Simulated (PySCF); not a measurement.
Br₂Zr, SMILES [Br][Zr][Br], multiplicity 1. Atoms are numbered in the order given.

```xyz
3

Zr     0.0000     0.0000    -0.5735
Br     0.0000     2.3021     0.3277
Br     0.0000    -2.3021     0.3277
```

Geometry optimised at B3LYP-D3(BJ)/def2-SVP. The multiplicity is an assumed one; other spin states were not compared. The def2 effective core potentials stand for the cores of Zr; spin–orbit coupling is left out.

Level of theory: M06-2X/def2-TZVPD in PySCF.

Mulliken values depend strongly on the basis, most of all with diffuse functions as here. ESP charges are fitted to the potential on shells at 1.4 to 2.0 van der Waals radii. Atomic charges (e):

```csv
atom,ESP fit,Mulliken
Zr1,?,0.67
Br2,?,-0.34
Br3,?,-0.34
```

Complete the blanks. (Estimate from the structure and the level; the computed values follow.)


- Zr1, ESP fit: 0.35
- Br2, ESP fit: -0.18
- Br3, ESP fit: -0.18
